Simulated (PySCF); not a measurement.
Constitutional and geometric isomers with formula C4H2S2. Gas-phase values, no solvent. One relaxed conformer stands for each flexible species; it need not be the lowest. Strings in code marks are SMILES.

These are TPSSh-D3(BJ)/def2-TZVP // B3LYP-D3(BJ)/def2-TZVP run with PySCF values and carry that method's errors. All candidates: neutral, multiplicity 1. Delta-SCF ions had no search for a lower state. Excitations are Tamm–Dancoff values on a coarser integration grid. The basis has no diffuse functions, so Rydberg states are missing or too high.

```yaml
T1 excitation (TDA): 1.25 eV
vertical ionisation energy (Delta-SCF): 7.83 eV
S1 excitation (TDA): 2.41 eV
```

Q: Name which member has these values.
A) `C#CC(S)=C=S` (C–C–S–H torsion 101°)
B) `C1=Cc2ssc21`
C) `C=C1c2ssc21`
D) `S=c1c2c1SC2`

A: B, `C1=Cc2ssc21`. The others give `C=C1c2ssc21`: 2.29 eV, 8.54 eV, 2.86 eV; `C#CC(S)=C=S` (C–C–S–H torsion 101°): 1.92 eV, 8.24 eV, 2.25 eV; `S=c1c2c1SC2`: 2.39 eV, 8.59 eV, 2.86 eV
